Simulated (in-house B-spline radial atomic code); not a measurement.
Values are calculated unless marked as measured or tabulated.
# Ghost states of the separable form: Nb

Nb, [Kr] 4d4 5s1, non-relativistic PBE, spherical and spin-unpolarised, from an all-electron radial atomic-structure program (B-spline basis) (atomic units; all potentials screened as in the neutral atom).

Troullier-Martins channels: 5s (ε = -0.1366, r_c = 3.281 bohr), 4p (ε = -1.2466, r_c = 1.083 bohr), 4d (ε = -0.1190, r_c = 1.462 bohr). In the Kleinman-Bylander form one channel serves as the local potential, and each other channel l becomes |δV u><u δV|/<u|δV|u>, with δV = V_l − V_local and u the pseudo-orbital. Its strength is E_KB = <u|δV²|u>/<u|δV|u>. By the analysis of Gonze, Stumpf and Scheffler a spurious state lies below the reference level ε if E_KB > 0 and ε is above the second level of the local potential alone, or if E_KB < 0 and ε is above its first. The table's levels are those of angular momentum l in a sphere of 9 bohr, whose wall can lift a shallow ε a little above its free-atom value.

```json
{"local": "d", "channel": "s", "<u δV u>": "0.14568", "<u δV² u>": "0.36706", "ε": "-0.1342", "first local level": "-4.3010", "second local level": "-0.6188"}
{"local": "d", "channel": "p", "<u δV u>": "0.31703", "<u δV² u>": "1.4577", "ε": "-1.2466", "first local level": "-1.8567", "second local level": "-0.0751"}
{"local": "s", "channel": "d", "<u δV u>": "-1.7145", "<u δV² u>": "6.8843", "ε": "-0.1188", "first local level": "0.0803", "second local level": "0.3349"}
{"local": "s", "channel": "p", "<u δV u>": "-3.3294", "<u δV² u>": "13.882", "ε": "-1.2466", "first local level": "-0.0428", "second local level": "0.2020"}
{"local": "p", "channel": "d", "<u δV u>": "-0.079018", "<u δV² u>": "0.40612", "ε": "-0.1188", "first local level": "-0.0766", "second local level": "0.1372"}
{"local": "p", "channel": "s", "<u δV u>": "0.14188", "<u δV² u>": "0.31826", "ε": "-0.1342", "first local level": "-2.4185", "second local level": "-0.2090"}
```

**Question.** Apply the rule to each row.

**Answer.** Local d, channel s: E_KB = +2.52, so ε = -0.1342 is set against -0.6188: a ghost. Local d, channel p: E_KB = +4.6, so ε = -1.2466 is set against -0.0751: no ghost. Local s, channel d: E_KB = -4.02, so ε = -0.1188 is set against 0.0803: no ghost. Local s, channel p: E_KB = -4.17, so ε = -1.2466 is set against -0.0428: no ghost. Local p, channel d: E_KB = -5.14, so ε = -0.1188 is set against -0.0766: no ghost. Local p, channel s: E_KB = +2.24, so ε = -0.1342 is set against -0.2090: a ghost.

Diagonalising the separable Hamiltonian gives:

```
local  channel       three lowest levels  all-electron, two lowest valence levels
    d        s  -2.9953, -0.1342, 0.1301                          -0.1342, 0.1317
    d        p  -1.2466, -0.0251, 0.2233                         -1.2466, -0.0251
    s        d   -0.1187, 0.1273, 0.4423                          -0.1188, 0.1252
    s        p  -1.2466, -0.0052, 0.2640                         -1.2466, -0.0251
    p        d   -0.1187, 0.1252, 0.4276                          -0.1188, 0.1252
    p        s  -0.7788, -0.1342, 0.1319                          -0.1342, 0.1317
```

**Question.** Which choices of local channel are safe?

**Answer.** Free of ghosts: s. With d local the s channel has a ghost 2.86 hartree below ε, since the local potential binds more than one state below ε, and a repulsive term of rank one raises each level at most to the next, so it clears only one of them. With p local the s channel has a ghost 0.64 hartree below ε, since the local potential binds more than one state below ε, and a repulsive term of rank one raises each level at most to the next, so it clears only one of them. Among the safe choices the second level, which tests transfer, is off by at most 19.9 millihartree (s local).
